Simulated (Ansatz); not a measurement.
Cartesian coordinates (Å):
```xyz
4

I     -0.7907     1.7455    -0.8621
B      0.2016    -0.0199    -0.3070
I     -0.7628    -1.5922     0.6967
H      1.3519    -0.1334    -0.5709
```
Charge 0, spin multiplicity 1.

The numbers are results of frozen-core CCSD(T)/def2-TZVPP // PBE0-D3(BJ)/def2-TZVP in Ansatz (a first-principles code), not measurements.

* **HF energy**: -618.63697 Ha
* **MP2 correlation energy**: -1.09653 Ha

Q: Estimate the CCSD correlation energy, the (T) correction, the total energy and the T1 diagnostic.

A: 
```json
{
  "CCSD correlation energy": "-1.04400 Ha",
  "(T) correction": "-0.02699 Ha",
  "CCSD(T) total energy": "-619.70797 Ha",
  "T1 diagnostic": "0.012"
}
```
